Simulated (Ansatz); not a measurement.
CH7AlInNS at its PBE0-D4/def2-TZVP geometry, where that method's forces vanish. Charge 0, multiplicity 1. In takes the def2 core potential. The bonds changed during the relaxation, so this is another structure than the one it started from.

```tsv
atom	x (Å)	y (Å)	z (Å)
N1	0.558	-1.225	-0.036
C2	-0.512	-0.132	-0.031
Al3	1.144	0.391	-0.988
S4	-1.989	-0.579	-0.873
In5	-0.681	1.055	1.732
H6	0.870	-1.513	0.884
H7	0.244	-2.037	-0.557
H8	2.222	1.213	-0.156
H9	1.155	0.188	-2.559
H10	-1.642	-0.358	-2.162
H11	0.406	0.626	3.007
H12	-1.774	2.371	1.738
```

Q: For each bond, give half the difference of the two atoms' forces along it (eV/Å; positive pushes the atoms apart) under PBE-D4, r2SCAN-D4, B3LYP-D4, ωB97M-V in def2-TZVPP. (Estimate.)

A: Ansatz gave: 
```csv
bond,length (Å),PBE-D4,r2SCAN-D4,B3LYP-D4,ωB97M-V
N1–C2,1.530,0.12,0.27,0.22,0.21
N1–Al3,1.965,0.07,0.04,0.17,0.14
N1–H6,1.013,0.19,-0.02,-0.07,-0.10
N1–H7,1.015,0.21,-0.02,-0.06,-0.08
C2–Al3,1.983,0.19,0.09,0.09,0.05
C2–S4,1.758,0.06,0.04,0.15,0.16
C2–In5,2.132,0.03,-0.04,0.06,-0.12
Al3–H8,1.590,-0.04,-0.04,-0.11,-0.08
Al3–H9,1.585,0.01,-0.02,-0.11,-0.13
S4–H10,1.353,0.27,0.03,-0.03,-0.13
In5–H11,1.729,0.04,-0.03,-0.01,-0.06
In5–H12,1.711,0.03,-0.05,-0.01,-0.04
```

B3LYP here is the variant with VWN-RPA as its local correlation; programs differ in this.
